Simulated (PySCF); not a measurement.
**Assignment exercise: C5H12Si2**

Geometry:
| atom | x (Å) | y (Å) | z (Å) |
| --- | --- | --- | --- |
| C1 | -1.665 | 1.352 | -0.388 |
| C2 | -1.775 | -0.170 | -0.399 |
| C3 | -1.861 | -0.699 | 1.031 |
| Si4 | -0.313 | -0.965 | -1.344 |
| C5 | 1.237 | -0.492 | -0.450 |
| C6 | 2.228 | -0.162 | 0.163 |
| Si7 | 3.744 | 0.338 | 1.097 |
| H8 | -0.745 | 1.664 | 0.104 |
| H9 | -2.504 | 1.795 | 0.150 |
| H10 | -1.662 | 1.751 | -1.401 |
| H11 | -2.709 | -0.435 | -0.910 |
| H12 | -1.999 | -1.778 | 1.041 |
| H13 | -2.699 | -0.244 | 1.560 |
| H14 | -0.949 | -0.466 | 1.578 |
| H15 | -0.442 | -2.428 | -1.340 |
| H16 | -0.254 | -0.443 | -2.716 |
| H17 | 4.911 | -0.239 | 0.426 |
| H18 | 3.818 | 1.802 | 1.101 |
| H19 | 3.627 | -0.173 | 2.466 |

PySCF 2.14.0 with density-fitted response routines calculation with geometry: GFN2-xTB and σ from GIAO-PBE0/pcSseg-1; gas phase, one averaged value for each set of equivalent atoms, one computed conformer, non-relativistic.

Shifts are taken against calculated references (same method and geometry level): ¹³C (σ = 186.93 ppm), ¹H (σ = 31.72 ppm) vs TMS.

**Question.** Assign these signals to the numbered atoms. ¹³C{¹H} NMR (computed): δ 117.7 (C), 113.9 (C), 20.8 (CH3), 17.0 (CH).

**Answer.** 
117.7 → C5, alkyne carbon
113.9 → C6, alkyne carbon
20.8 → C1/C3, methyl carbon: a saturated carbon with 1 carbon neighbour and no heteroatom attached
17.0 → C2, sp3 CH bonded to Si

**Question.** Assign these signals to the numbered atoms. ¹H NMR (400 MHz, computed): δ 4.37 (d, 2H), 4.25 (s, 3H), 1.25 (d, 6H), 1.07 (m, 1H).

**Answer.** 
4.37 → H15/H16, hydrogen on a silicon bonded to 2 C
4.25 → H17/H18/H19, hydrogen on a silicon bonded to C
1.25 → H8/H9/H10/H12/H13/H14, hydrogen on a methyl carbon
1.07 → H11, hydrogen on an sp3 CH bonded to Si

H15/H16 and H17/H18/H19 lie closer than the usual error of such a calculation, so a measured spectrum could show them in the other order.

Shifts are as computed. Against solution values, carbons near 30 ppm lie about +3 ppm off and those near 130 ppm about +5 ppm. Of 1309 compounds with measured shifts, 239 miss one by over three times the rms of a fit or turn the order of signals round; such compounds aren't used in these exercises. No couplings were computed; multiplicities are counted from neighbouring protons, with m where these are inequivalent, close in shift, in a saturated or five-membered ring or joined by F or P, and br s for small geminal =CH2 splittings.
